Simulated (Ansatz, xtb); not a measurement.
## C4H6O2S: which of two isomers lies lower

Structure I: `CC(=O)O[C@@H]1CS1`, a singlet. Structure II: `CS/C=C\OC=O`, a singlet. Both are isolated molecules in the gas phase, relaxed with PBE0-D3(BJ)/def2-SVP; the shapes shown needn't be the lowest conformers.

I (Å):

```json
{"atom": "C", "x (Å)": "-2.5820", "y (Å)": "-1.1986", "z (Å)": "0.0596"}
{"atom": "C", "x (Å)": "-2.3375", "y (Å)": "0.2757", "z (Å)": "-0.0262"}
{"atom": "C", "x (Å)": "-0.6913", "y (Å)": "1.8617", "z (Å)": "-0.4943"}
{"atom": "C", "x (Å)": "0.7416", "y (Å)": "2.0947", "z (Å)": "-0.7243"}
{"atom": "O", "x (Å)": "-3.1232", "y (Å)": "1.1449", "z (Å)": "0.2233"}
{"atom": "O", "x (Å)": "-1.0673", "y (Å)": "0.5255", "z (Å)": "-0.4304"}
{"atom": "S", "x (Å)": "0.1651", "y (Å)": "2.5691", "z (Å)": "0.9311"}
{"atom": "H", "x (Å)": "-3.6402", "y (Å)": "-1.3840", "z (Å)": "0.2729"}
{"atom": "H", "x (Å)": "-1.9601", "y (Å)": "-1.6219", "z (Å)": "0.8627"}
{"atom": "H", "x (Å)": "-2.2838", "y (Å)": "-1.6903", "z (Å)": "-0.8770"}
{"atom": "H", "x (Å)": "-1.4490", "y (Å)": "2.5075", "z (Å)": "-0.9488"}
{"atom": "H", "x (Å)": "1.0411", "y (Å)": "2.9126", "z (Å)": "-1.3876"}
{"atom": "H", "x (Å)": "1.3766", "y (Å)": "1.2036", "z (Å)": "-0.7672"}
```

II (Å):

```xyz
13

C    -1.7154   -1.0808   -1.6338
C     0.2463    0.7273   -2.1633
C     1.1471    1.7122   -2.0959
C     2.1880    3.4222   -0.8973
O     1.2740    2.4394   -0.9391
O     2.9189    3.7324   -1.7896
S    -0.8178    0.2770   -0.8533
H    -2.2766   -0.7384   -2.5151
H    -2.4292   -1.4498   -0.8849
H    -1.0402   -1.9031   -1.9108
H     0.1653    0.1641   -3.0963
H     1.8126    1.9960   -2.9118
H     2.1506    3.8970    0.1031
```

Problem. Estimate E(II) − E(I) at the level CCSD(T)/def2-SVP + ΔMP2/def2-TZVPP.

Solution. Calculated at CCSD(T)/def2-SVP + ΔMP2/def2-TZVPP: E(II) − E(I) = +39.2 kJ/mol, so structure I lies lower.

Level by level:

```json
{"level": "GFN2-xTB", "geometry": "GFN2-xTB", "E(II) − E(I) (kJ/mol)": "+70.4", "departure from the last row (kJ/mol)": "+31.2", "job, with rough time for the two": "optimisation, 0.28 s"}
{"level": "HF/STO-3G", "geometry": "GFN2-xTB", "E(II) − E(I) (kJ/mol)": "+55.8", "departure from the last row (kJ/mol)": "+16.7", "job, with rough time for the two": "single point, 0.36 s"}
{"level": "r2SCAN-D4/def2-SVP", "geometry": "GFN2-xTB", "E(II) − E(I) (kJ/mol)": "+43.6", "departure from the last row (kJ/mol)": "+4.4", "job, with rough time for the two": "single point, 3.5 s"}
{"level": "PBE0-D3(BJ)/def2-SVP", "geometry": "PBE0-D3(BJ)/def2-SVP", "E(II) − E(I) (kJ/mol)": "+50.3", "departure from the last row (kJ/mol)": "+11.1", "job, with rough time for the two": "optimisation, 52 s"}
{"level": "HF/def2-SVP", "geometry": "PBE0-D3(BJ)/def2-SVP", "E(II) − E(I) (kJ/mol)": "+39.8", "departure from the last row (kJ/mol)": "+0.6", "job, with rough time for the two": "part of the CCSD(T) run"}
{"level": "MP2/def2-SVP", "geometry": "PBE0-D3(BJ)/def2-SVP", "E(II) − E(I) (kJ/mol)": "+53.3", "departure from the last row (kJ/mol)": "+14.1", "job, with rough time for the two": "part of the CCSD(T) run"}
{"level": "CCSD(T)/def2-SVP", "geometry": "PBE0-D3(BJ)/def2-SVP", "E(II) − E(I) (kJ/mol)": "+43.8", "departure from the last row (kJ/mol)": "+4.6", "job, with rough time for the two": "single point"}
{"level": "CCSD(T)/def2-SVP + ΔMP2/def2-TZVPP", "geometry": "PBE0-D3(BJ)/def2-SVP", "E(II) − E(I) (kJ/mol)": "+39.2", "departure from the last row (kJ/mol)": "", "job, with rough time for the two": "single point, 57 s"}
```

As drawn, II has 1 C=C in place of 2 C–C. Structure I has a 3-membered ring, II no ring.

The levels shown agree on the order. The largest departure from CCSD(T)/def2-SVP + ΔMP2/def2-TZVPP is that of GFN2-xTB, 31.2 kJ/mol. The last row adds to CCSD(T) the change of the MP2 difference between the two basis sets, here −4.6 kJ/mol.

With thermal terms from frequencies at re-optimised GFN2-xTB minima (ideal gas, soft modes damped towards free rotors, one conformer each, 298.15 K, 1 atm): the zero-point term adds −4.4 kJ/mol; ΔH is +36.4 and ΔG +32.9 kJ/mol.

The correlated steps freeze 11 core orbitals. Mirror images aren't counted in ΔG. Programs: Ansatz 0.2.0, xtb 6.7.1; the last row on 4 threads of Arm Neoverse V1 on a shared host.
